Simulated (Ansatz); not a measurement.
Cost and result for the atomization energy of `C[Si](Cl)(Cl)C#N` (9 atoms, 8 bonds).

```xyz
9

C    -0.8733    0.9353   -0.0802
Si    0.0211   -0.6686   -0.0012
Cl   -0.5481   -1.7705    1.6085
Cl   -0.2272   -1.7545   -1.7007
C     1.8347   -0.3762    0.1761
N     2.9585   -0.1511    0.2863
H    -0.6958    1.5076    0.8329
H    -1.9460    0.7616   -0.1852
H    -0.5240    1.5163   -0.9364
```

The species carries charge 0 and has multiplicity 1. All single points use the PBE0-D4/def2-TZVP geometry. Program: Ansatz. Hardware: A = 2 threads of an AMD EPYC 7R13 on a shared host; B = 2 threads of an AMD EPYC 7R13 on a shared host and a share of an NVIDIA H100 80 GB. Times are those of one run each, without the atoms' runs, and a repeat can differ threefold. Electronic energies, without spin–orbit coupling; frozen cores. CCSD(T)/CBS adds CCSD(T) − MP2 in def2-TZVPP to the MP2 limit, and its time is that of the two runs behind it. T1 = 0.011.

CCSD(T)/CBS is a level of theory with its own doubt, some kJ/mol a heavy atom from the limit and from the frozen cores, so smaller differences don't rank the functionals.

| level | functions | wall time |
| --- | --- | --- |
| LDA (SPW92)/def2-TZVPP [A] | 261 | 2.3 s |
| revPBE-D4/def2-TZVPP [A] | 261 | 2.9 s |
| MP2/def2-QZVPP [B] | 471 | 2.9 s |
| BLYP-D4/def2-TZVPP [A] | 261 | 3.1 s |
| CCSD(T)/def2-TZVPP [B] | 261 | 3.6 s |
| PBE-D4/def2-TZVPP (with forces) [A] | 261 | 3.8 s |
| BHLYP-D4/def2-TZVPP [A] | 261 | 6 s |
| CCSD(T)/CBS(def2) | – | 6.5 s |
| CAM-B3LYP-D4/def2-TZVPP [A] | 261 | 6.5 s |
| r2SCAN-D4/def2-TZVPP (with forces) [A] | 261 | 6.5 s |
| CCSD(T)/def2-SVP [A] | 111 | 8 s |
| PBE-QIDH/def2-TZVPP [A] | 261 | 12 s |
| ωB97M-V/def2-TZVPP (with forces) [A] | 261 | 18 s |

Problem. What atomization energy does each give, and how far from CCSD(T)/CBS? (An estimate is asked.)

Solution. The calculation gave: 
```tsv
level	atomization (kcal/mol)	difference from CCSD(T)/CBS	per bond
LDA (SPW92)/def2-TZVPP [A]	994.2	124.7	15.6
revPBE-D4/def2-TZVPP [A]	871.1	1.6	0.2
MP2/def2-QZVPP [B]	888.1	18.6	2.3
BLYP-D4/def2-TZVPP [A]	868.7	-0.8	-0.1
CCSD(T)/def2-TZVPP [B]	842.7	-26.8	-3.3
PBE-D4/def2-TZVPP (with forces) [A]	893.8	24.3	3.0
BHLYP-D4/def2-TZVPP [A]	837.1	-32.4	-4.0
CCSD(T)/CBS(def2)	869.5	0.0	0.0
CAM-B3LYP-D4/def2-TZVPP [A]	867.5	-2.0	-0.2
r2SCAN-D4/def2-TZVPP (with forces) [A]	872.0	2.5	0.3
CCSD(T)/def2-SVP [A]	811.4	-58.1	-7.3
PBE-QIDH/def2-TZVPP [A]	867.5	-2.0	-0.3
ωB97M-V/def2-TZVPP (with forces) [A]	875.7	6.2	0.8
```

In def2-TZVPP, CCSD(T) changes the Hartree–Fock value by +220.6 kcal/mol (the triples alone add +18.3 kcal/mol) and MP2 by +250.2 kcal/mol; breaking electron pairs costs correlation energy, which Hartree–Fock lacks. From r2SCAN to r2SCAN0 (25 % exact exchange), in def2-TZVPP and without D4, the atomization energy moves by −18.2 kcal/mol: exact exchange takes away binding that semilocal exchange gives to molecules. The D4 term adds +10.9 kcal/mol with B3LYP and +5.8 kcal/mol with PBE0; it sums over pairs of atoms, weighted by their polarisabilities, and B3LYP, whose exchange is more repulsive, gets the larger term.

B3LYP here is the variant with VWN-RPA as its local correlation; programs differ in this.
